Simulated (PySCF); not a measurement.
What binds ZnF: the parts of the energy along the bond

State: ²Σ⁺, doublet, unpaired electrons σ ↑. ROHF-based CCSD(T) in PySCF 2.14 with Zn aug-cc-pVDZ-PP with ECP10, F aug-cc-pVDZ and Zn aug-cc-pVTZ-PP with ECP10, F aug-cc-pVTZ (frozen core orbitals: 5; scalar-relativistic core potentials). Correlation energies are extrapolated as n⁻³ (n = 2, 3), Hartree–Fock as (n+1)·exp(−9√n). All energies in eV from Zn + F.

```tsv
R (Å)	HF/CBS	CCSD corr.	(T)	total
1.5625	-1.439	-0.807	-0.0724	-2.318
1.6336	-1.900	-0.769	-0.0734	-2.742
1.7046	-2.121	-0.744	-0.0761	-2.942
1.7756	-2.178	-0.730	-0.0800	-2.988
1.8466	-2.123	-0.723	-0.0850	-2.931
1.9354	-1.953	-0.721	-0.0923	-2.766
2.0242	-1.714	-0.724	-0.1006	-2.539
```

A fit to the total gives Re = 1.7673 Å, De = 2.989 eV, ωe = 628.4 cm⁻¹, Be = 0.3685 cm⁻¹ (masses 63.9291 and 18.9984 u).

**Question.** At R = 1.7756 Å the CCSD correlation energy is -0.624259 hartree in the smaller basis and -0.741940 in the larger. Extrapolate it.

**Answer.** (3³·E3 − 2³·E2)/(3³ − 2³) = -0.79149 hartree; the larger basis holds 93.7 % of it.

The T1 diagnostic is 0.024. The state was picked by a PBE0 search and need not be the measured ground state. Spin–orbit coupling, excitations beyond (T) and corrections to the Born–Oppenheimer picture are left out.
